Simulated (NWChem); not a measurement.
System: vinylene carbonate (C3H2O3); SMILES O=c1occo1

```xyz
8

O      0.0000     0.0000    -1.9971
C      0.0000     0.0000    -0.8011
O      0.0000     1.1146     0.0186
C      0.0000     0.6738     1.3252
C      0.0000    -0.6738     1.3252
O      0.0000    -1.1146     0.0186
H      0.0000     1.4281     2.1167
H      0.0000    -1.4281     2.1167
```
Atoms are numbered in this order, from 1.

Level: PBE-D3(BJ)/def2-SVP (NWChem), optimised geometry, unscaled harmonic frequencies. 

| frequency (cm⁻¹) | IR intensity (km/mol) |
|---|---|
| 244 | 0.6 |
| 511 | 0.1 |
| 570 | 0.0 |
| 678 | 73.8 |
| 723 | 2.0 |
| 744 | 0.2 |
| 787 | 0.0 |
| 874 | 29.0 |
| 876 | 0.2 |
| 980 | 50.4 |
| 1080 | 68.3 |
| 1088 | 0.2 |
| 1169 | 141.9 |
| 1320 | 29.2 |
| 1625 | 3.1 |
| 1924 | 565.4 |
| 3223 | 9.9 |
| 3246 | 0.5 |

- zero-point energy: 31.0 kcal/mol
- thermal correction to the enthalpy at 298.15 K (with zero-point energy): 34.3 kcal/mol
- heat capacity Cv: 15.6 cal/(mol K)
- entropy at 298.15 K and 1 atm (symmetry number 2): 68.0 cal/(mol K)
- dipole moment: 4.25 D

Rigid rotor and harmonic oscillator.
